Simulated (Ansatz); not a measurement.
`CNC(=O)[SiH3]` → `C[Si]1(N)CO1`  (isomerisation)

Program: Ansatz. Geometries: PBE0-D4/def2-TZVP. ΔE: electronic, gas phase. CCSD(T)/CBS is the MP2 limit (def2-TZVPP, def2-QZVPP) plus CCSD(T) − MP2 in def2-TZVPP, frozen cores. DFT in def2-TZVPP. Each species was taken in one conformer, which may not be the lowest.

```json
{"level": "BHLYP-D4", "ΔE (kJ/mol)": "-118.7"}
{"level": "r2SCAN", "ΔE (kJ/mol)": "-121.3"}
```

**Question.** What does CCSD(T)/CBS give? (Best estimate.)

**Answer.** Computed: -133.0 kJ/mol. The listed levels differ from it by 14.3, 11.7 kJ/mol.

**Question.** What do rigid-rotor, harmonic-oscillator terms from PBE0-D4/def2-TZVP frequencies (298.15 K, 1 bar) make of the CCSD(T)/CBS value? (An estimate is asked.)

**Answer.** Ansatz gave: ΔZPE = +12.2 kJ/mol, ΔH = -120.6 kJ/mol, ΔS = -6 J/(mol·K), ΔG = -118.7 kJ/mol.

Largest T1 diagnostic among the species: 0.016.

From r2SCAN to r2SCAN0 (25 % exact exchange), in def2-TZVPP and without D4, ΔE moves by −8.6 kJ/mol. Leaving LDA and LC-ωPBE aside and taking each functional with its dispersion term where it has one, the values, not all of them listed here, spread over 36.0 kJ/mol, from PBE-QIDH to BLYP-D4. LDA lies −6.8 kJ/mol from PBE without D4.

CCSD(T)/CBS has its own doubt, a few kJ/mol and more with outer-core shells, so smaller differences from it don't rank the levels.
